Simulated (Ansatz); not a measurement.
BClH₇NSi₂ (`BN([SiH3])[SiH2]Cl`), relaxed with RKS PBE-D4/def2-SVP in Ansatz from a rough embedded geometry. The force threshold is 0.03 eV/Å; the program also tests the step.

Total charge 0; spin multiplicity 1.

Start:

```xyz
12

B     1.140    0.283    1.079
N     0.334   -0.605    0.157
Si    0.591    0.025   -1.473
Si   -1.384   -0.315    0.547
Cl   -1.839   -1.261    2.413
H     0.992    1.412    1.231
H     1.971   -0.251    1.810
H    -0.173   -0.678   -2.453
H     2.073   -0.070   -1.855
H     0.223    1.463   -1.562
H    -2.209   -1.060   -0.484
H    -1.720    1.057    0.589
```

```csv
step,energy (eV),largest force (eV/Å),largest move (Å)
1,-30532.5567,3.000,0.000
2,-30532.9172,1.212,0.157
3,-30533.0233,0.320,0.089
4,-30533.0607,0.253,0.079
5,-30533.1449,0.385,0.195
6,-30533.2446,0.656,0.198
7,-30533.3781,0.789,0.195
8,-30533.5560,0.693,0.195
9,-30533.7114,0.510,0.192
10,-30533.8312,0.409,0.200
11,-30533.9316,0.293,0.200
13,-30534.0032,0.273,0.193
15,-30534.0247,0.056,0.113
17,-30534.0347,0.071,0.128
19 (rejected),-30534.0335,0.208,0.098
21,-30534.0388,0.068,0.098
23,-30534.0402,0.064,0.057
25,-30534.0419,0.079,0.068
27,-30534.0432,0.025,0.058
29,-30534.0442,0.049,0.082
31,-30534.0468,0.043,0.097
33 (rejected),-30534.0179,0.500,0.072
34,-30534.0478,0.016,0.036
```

End:

```xyz
12

B     1.081    0.780    1.076
N     0.172    0.168    0.167
Si    0.735   -0.323   -1.465
Si   -1.512   -0.110    0.642
Cl   -1.814   -2.136    1.018
H     0.697    1.119    2.182
H     2.238    0.959    0.737
H    -0.145   -1.446   -1.936
H     2.162   -0.773   -1.381
H     0.610    0.830   -2.423
H    -2.412    0.262   -0.499
H    -1.811    0.669    1.881
```

Hardware: 4 threads of an Arm Neoverse V2 on a shared host. Wall time 41 s, peak host memory 0.18 GiB.
